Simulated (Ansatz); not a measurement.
```xyz
15

C    -1.832   -1.467    0.263
N    -1.254   -0.251   -0.263
Si    0.422    0.006   -0.523
N     0.579    1.182   -1.760
Si    1.639    0.846    1.310
H    -2.815   -1.659   -0.179
H    -1.190   -2.313    0.007
H    -1.948   -1.462    1.354
H    -1.832    0.564   -0.135
H     0.935   -1.368   -0.825
H     0.182    1.029   -2.673
H     1.378    1.793   -1.797
H     1.665   -0.158    2.411
H     3.055    1.168    0.963
H     1.015    2.090    1.847
```

Total charge 0; spin multiplicity 1.

Task: List the B3LYP/def2-TZVPP orbital energies in eV (Ansatz). (Best estimate.)

Result: Computed: Occupied: -1798.96, -1798.35, -388.95, -388.94, -277.40, -143.40, -142.94, -98.73, -98.72, -98.71, -98.25, -98.25, -98.23, -23.91, -23.03, -18.15, -15.07, -14.04, -13.36, -12.95, -11.77, -11.35, -10.42, -9.82, -9.29, -9.20, -8.19, -7.25, -6.27. Lowest empty: 0.12, 0.17, 1.03, 1.11, 1.55, 1.62, 1.98, 2.07.

B3LYP here is the variant with VWN-RPA as its local correlation; programs differ in this.
